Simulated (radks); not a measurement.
The numbers below are computed, except where a source is named.
Spherical jellium clusters: N electrons in a uniform positive sphere of charge N and radius rs N^(1/3), rs = 2.02 bohr. Level of theory: non-relativistic Kohn-Sham, LDA (Slater exchange, Perdew-Wang correlation), spin-polarised, spherical densities (a radial shooting solver with Libxc functionals). Levels are named by radial order and angular momentum (1s, 1p, 1d, 2s, ...), and open shells are averaged over m.

N = 9, configuration 1s2 1p6 2s(up 1, down 0). This is the lowest configuration that the search found. Occupied and some empty levels:

level,occupation,eigenvalue (eV),<r> (bohr)
1s up,1,-10.961,2.821
1s down,1,-10.746,2.855
1p up,3,-6.5797,3.707
1p down,3,-6.4533,3.693
2s up,1,-2.3466,5.620
1d up,0,-2.2065,4.946
1d down,0,-2.0361,4.897
2s down,0,-2.0343,5.750
2p up,0,-0.54081,9.383
2p down,0,-0.38892,10.04

Energy (eV): total -1.67173, kinetic 44.953, external -578.43, Hartree 268.95, exchange-correlation -51.879, background 314.74.
